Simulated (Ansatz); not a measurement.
PbI2⁺ was relaxed with PBE0-D4 (def2-SVP) in Ansatz in these states: charge +1 doublet, charge +1 quartet. The geometries follow in no particular order.

In the def2 sets I, Pb take a core potential; there is no spin–orbit coupling.

A:

```xyz
3

Pb   -0.331    0.718   -1.363
I    -1.145    0.386    1.392
I     1.476   -1.104   -0.030
```

B:

```
atom    x (Å)    y (Å)    z (Å)
 Pb1   1.3540   0.9657  -0.8811
  I2  -0.2940   0.1920   1.7687
  I3  -1.0600  -1.1576  -0.8876
```

Task: Judge from the bond lengths which geometry belongs to which state (an estimate).

Result: A is the charge +1 doublet (Pb1–I3 2.892 Å, Pb1–I2 2.892 Å, I2–I3 3.334 Å); B is the charge +1 quartet (Pb1–I3 3.215 Å, Pb1–I2 3.215 Å, I2–I3 3.076 Å).

At PBE0-D4/def2-TZVP a doublet lies 2.52 eV below the charge +1 quartet. In the quartet, I2 and I3 lie 3.08 Å apart (atoms count from 1), so these atoms are partly bonded to each other. These are the stationary points nearest to one start from a short search; other shapes may lie lower in each state.
